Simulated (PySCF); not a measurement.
C₄H₂Cl₂, singlet, geometry from GFN2-xTB. Base run: DF-PBE/STO-3G (PySCF).

Here is a job for PySCF.
```python
from pyscf import gto, scf, dft

mol = gto.M(
    atom='''
C    -3.129799   -0.307117    0.279314
C    -1.965751   -0.392913    0.563883
C    -0.609507   -0.503165    0.915421
C     0.381652   -0.053291    0.142165
Cl    2.033262   -0.197677    0.589922
Cl    0.111939    0.712298   -1.371987
H    -4.146218   -0.232387    0.031194
H    -0.381760   -0.977253    1.859208
''',
    basis='sto-3g',
    charge=0,
    spin=0,
    verbose=4,
    max_memory=1800,
)

mf = dft.RKS(mol)
mf.xc = 'pbe'
mf = mf.density_fit(auxbasis='def2-universal-jkfit')
mf.kernel()
```

All variants below ran on the same shared machine, one core each. Differences are taken from the largest basis of the Pople family in the series, which isn't the basis-set limit (6-311+G(2d,p): -6.091 eV). The cheapest run took roughly 7 core-seconds.

| setting | basis functions | cost, times the cheapest (rough) | difference in HOMO energy (eV) |
|---|---|---|---|
| STO-3G | 40 | 1 | 1.696 |
| 6-31G | 66 | 2 | 0.201 |
| 6-31G* | 96 | 2 | 0.295 |
| 6-31G** | 102 | 2 | 0.290 |
| 6-311G** | 136 | 3 | 0.027 |
| 6-311+G(2d,p) | 190 | 5 | reference |

Times come from a shared machine, hold the start-up and are rough.
